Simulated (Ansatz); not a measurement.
Species: CdI, charge 0, doublet. CdI (parent SMILES [Cd][I], doublet).
B3LYP-D3(BJ)/def2-TZVP minimum from Ansatz (an electronic-structure program):
```xyz
2

Cd     0.0000     0.0000    -1.4459
I      0.0000     0.0000     1.3095
```
Charge 0, spin multiplicity 2.

Atomisation energy term by term, kcal/mol (programs: Ansatz). Radicals and triplets start from unrestricted determinants; spin-orbit coupling is neglected. Correlated methods leave the cores frozen (noble-gas shells, and filled d and f shells in the p block). Past Kr the def2 sets carry scalar-relativistic core potentials. CBS(X,Y): correlation extrapolated as X^-3, Hartree-Fock from the larger set. A bracket is a step between two methods taken in the basis named. Spin-orbit terms, left out, reach several kcal/mol for Br and I, and more for heavier atoms. The spin of CdI (parent SMILES [Cd][I], doublet) was assumed, and the state is the lowest solution found for it.

```json
[
 {"term": "Hartree-Fock", "basis": "def2-QZVPP", "kcal/mol": "25.16"},
 {"term": "CCSD correlation", "basis": "CBS(def2-TZVPP,def2-QZVPP)", "kcal/mol": "1.84"},
 {"term": "(T)", "basis": "CBS(def2-TZVPP,def2-QZVPP)", "kcal/mol": "0.80"},
 {"term": "CCSDT(Q) - CCSD(T)", "basis": "def2-TZVPP", "kcal/mol": "0.24"},
 {"term": "sum: De", "basis": "", "kcal/mol": "28.0"}
]
```

The step beyond CCSD(T) by other levels: CCSDT(Q) in def2-SVP 0.25 kcal/mol.
